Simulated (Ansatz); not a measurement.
Geometry optimisation, DFT PBE-D3(BJ), scalar-relativistic, plane waves, PAW in Ansatz 0.2.0.

The input (input.yaml):

```yaml
crystal:
  lattice:
    - [0.0, 5.43, 5.43]
    - [5.43, 0.0, 5.43]
    - [5.43, 5.43, 0.0]
  atoms:
    - { symbol: Si, position: [0.0, 0.0, 0.0] }
    - { symbol: Si, position: [0.125, 0.125, 0.125] }
    - { symbol: Si, position: [0.0, 0.0, 0.5] }
    - { symbol: Si, position: [0.125, 0.125, 0.625] }
    - { symbol: Si, position: [0.0, 0.5, 0.0] }
    - { symbol: Si, position: [0.125, 0.625, 0.125] }
    - { symbol: Si, position: [0.0, 0.5, 0.5] }
    - { symbol: Si, position: [0.125, 0.625, 0.625] }
    - { symbol: Si, position: [0.5, 0.0, 0.0] }
    - { symbol: Si, position: [0.625, 0.125, 0.125] }
    - { symbol: Si, position: [0.5, 0.0, 0.5] }
    - { symbol: Si, position: [0.625, 0.125, 0.625] }
    - { symbol: Si, position: [0.5, 0.5, 0.0] }
    - { symbol: Si, position: [0.625, 0.625, 0.125] }
    - { symbol: Si, position: [0.5, 0.5, 0.5] }
    - { symbol: Si, position: [0.625, 0.625, 0.625] }
    - { symbol: Ge, position: [0.2594415, 0.7428544, 0.245313] }
basis:
  ecutwfc: 420.0
kpoints:
  mp_grid: { grid: [2, 2, 2] }
hamiltonian:
  xc: pbe
  dispersion: d3bj
  pseudopotentials: { kind: paw, azcp: { folder: soft_1 } }
scf:
  occupations: { method: gaussian, width: 0.05 }
  lower_state_search: "off"
relax:
  f_tol: 0.03
  max_steps: 60
  adjacent_minimum: "off"
```

Run as:

```bash
$ ansatz run input.yaml --threads 1 --pin off --max-ram 3072MiB --backend cpu --events-out ev --progress --plain --runs-dir out
```

Problem. Where does it end, and by what steps?

Solution. The forces met the threshold. After 3 steps the energy has fallen by 0.358 eV; Si14 moved furthest, 0.08 Å.

| step | energy less start (eV) | largest force component (eV/Å) | accepted |
| --- | --- | --- | --- |
| 0 | 0.0000 | 1.221 | yes |
| 1 | -0.3188 | 0.402 | yes |
| 2 | -0.3563 | 0.079 | yes |
| 3 | -0.3579 | 0.007 | yes |

```xyz
17
Lattice="0.0000 5.4300 5.4300 5.4300 0.0000 5.4300 5.4300 5.4300 0.0000" Properties=species:S:1:pos:R:3
Si -0.003 -0.047 0.000
Si 1.394 1.317 1.400
Si 2.758 2.716 0.000
Si 4.063 4.080 1.364
Si 2.709 0.002 2.716
Si 4.027 1.316 4.031
Si 5.427 2.716 2.667
Si 6.824 4.116 4.031
Si -0.004 2.717 2.764
Si 1.362 4.081 4.066
Si 2.713 5.431 2.715
Si 4.062 6.782 4.066
Si 2.664 2.717 5.431
Si 4.027 4.117 6.832
Si 5.426 5.480 5.431
Si 6.792 6.781 6.796
Ge 5.424 2.717 5.431
```

Run time: 8.7 s on 1 thread of AMD EPYC 9R45 96-Core Processor (Zen 5) (shared host), peak memory 0.62 GiB.
